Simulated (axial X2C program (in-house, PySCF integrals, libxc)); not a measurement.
# FGaF: properties at the nuclei

Calculated with an in-house all-electron X2C program for linear molecules (integrals from PySCF): two-component X2C with atomic mean-field Coulomb and Gaunt terms, Gaussian nuclei, basis F dyall-av3z, Ga dyall-v3z with contracted cores.

F–Ga–F held linear, with bonds 1.796 and 1.796 Å (near the PBE0 minimum at charge 0 of the determinant lowest at the starting distance; the state shown can have its own minimum elsewhere, held linear; other orders of the atoms were not compared).

Input and command:
```json
{"zs": [9, 31, 9], "q": 0, "bas": ["dyall-av3z", "dyall-v3z", "dyall-av3z"], "r0": [1.88, 1.88], "symm": 1, "scan": ["PBE0", "HF", "PBE"], "levels": ["PBE0", "HF", "PBE"], "nst": 2}
```
```bash
python solin.py task.json out
```

Keys: zs atomic numbers; q charge; bas basis sets; r0 starting distance in Å; symm equal bonds; scan levels of the two-bond scan; levels methods; nst determinants followed.

Determinant lowest in the PBE0 search, Ω = 1/2 (⟨Sz⟩ = 0.50, ⟨Lz⟩ = 0.00 at PBE0), spin on the atoms F 0.04, Ga 0.43, F 0.04:

| level | A∥/gI F (MHz) | qzz F (a.u.) | A∥/gI Ga (MHz) | qzz Ga (a.u.) |
| --- | --- | --- | --- | --- |
| PBE0 | 311 | 1.20 | 4050 | -2.97 |
| HF | 354 | 1.05 | 4290 | -3.32 |
| PBE | 296 | 1.22 | 3800 | -2.73 |

A∥ (defined per Ω) follows by multiplying with gI = μI/(I μN); qzz is the electric field gradient, eQq0 = 234.96 MHz × Q/barn × qzz. The operators were transformed with the bare-nucleus X2C matrices; with these basis sets, hyperfine constants and field gradients can be off by tens of per cent, and where levels differ in sign neither size nor sign is settled.

**Question.** With gI(19F) = 5.2577, gI(69Ga) = 1.3444, Q(69Ga) = 0.171 barn (g factors from the IAEA table of nuclear moments by Stone; Q from Pyykkö, Mol. Phys. 2018), turn the PBE0 values of the first state into constants in MHz.

**Answer.** A∥(19F) = 311 × 5.2577 = 1640 MHz; A∥(69Ga) = 4050 × 1.3444 = 5440 MHz; eQq0(69Ga) = 234.96 × (0.171) × (-2.97) = -119 MHz.

The molecule was held linear; bending was not examined, so a bent shape may lie lower.

Each state is one determinant with collinear spin. Unrestricted Hartree–Fock can overshoot spin polarisation at the nuclei. The search compared states at one distance, so a state with another bond length can lie lower.
